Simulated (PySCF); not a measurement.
**In (indium, neutral): UHF calculation**

Configuration: [Kr] 4d10 5s2 5p1, 2P determinant. Calculation: PySCF 2.14, in cc-pVTZ-PP with ECP28MDF (5s4p3d1f, 39 functions); scalar relativity through the core potential.

```json
{
 "Total energy": "-189.210330 hartree",
 "One-electron energy": "-334.8238 hartree",
 "Hartree (Coulomb) energy": "161.4308 hartree",
 "Exchange energy": "-15.8173 hartree",
 "⟨S²⟩": "0.7630",
 "⟨L²⟩": "2.038",
 "Sum of ⟨r⟩": "28.35 bohr",
 "Sum of ⟨r²⟩": "57.27 bohr²",
 "Traceless quadrupole moment −½Σ⟨3z² − r²⟩ along its main axis": "-6.74 e·bohr²",
 "Time after the integrals": "0.21 s of wall time on 1 thread of Neoverse-N1 (shared host)"
}
```

| shell | electrons | mean orbital energy (eV) | spread (eV) | rms radius, mean of both spins (bohr) |
| --- | --- | --- | --- | --- |
| 4s α | 1 | -146.23 | 0 | 0.912 |
| 4s β | 1 | -146.21 | 0 | 0.912 |
| 4p α | 3 | -98.682 | 0.118 | 0.995 |
| 4p β | 3 | -98.658 | 0.324 | 0.995 |
| 4d α | 5 | -27.503 | 0.265 | 1.27 |
| 4d β | 5 | -27.458 | 0.390 | 1.27 |
| 5s α | 1 | -11.551 | 0 | 2.93 |
| 5s β | 1 | -10.044 | 0 | 2.93 |
| 5p α | 1 | -5.472 | 0 | 4.04 |

Energies and moments cover only the electrons outside the core potential.
